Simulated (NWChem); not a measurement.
Species: CH$_{5}$GaN, doublet; SMILES [CH3][Ga][NH2]

```xyz
8

Ga     0.1751     0.0349     0.5231
C     -0.6514    -1.7580     0.0677
H      0.0891    -2.3905    -0.4293
H     -1.5102    -1.5964    -0.5926
H     -0.9786    -2.2491     0.9886
N     -0.7274     1.5415    -0.0722
H     -1.4602     1.5034    -0.7738
H     -0.3572     2.4786     0.0271
```
Atoms are numbered in this order, from 1.

Results from NWChem. Pople sets run with spherical d functions. Spin-unrestricted. All runs use the structure optimised with B3LYP/6-31G* (spherical d), spin-unrestricted. The spin multiplicity was typed, not searched, and may not be the lowest. No stability test was run on the SCF state. Vzz is the largest principal value of the second derivative of the potential at the nucleus (NWChem prints the opposite sign); η is the asymmetry. Non-relativistic.

```
level             Vzz Ga1 (a.u.)  η Ga1  Vzz N6 (a.u.)  η N6
----------------  --------------  -----  -------------  ----
PBE0/def2-TZVP             2.299   0.60         -0.733  0.44
PBE0/6-31G*                1.757   0.51         -0.727  0.42
CAM-B3LYP/6-31G*      (withheld)   0.51     (withheld)  0.44
```

Problem. What belongs in the gaps?

Solution. 
- CAM-B3LYP/6-31G*, Vzz Ga1 (a.u.): 1.798
- CAM-B3LYP/6-31G*, Vzz N6 (a.u.): -0.752
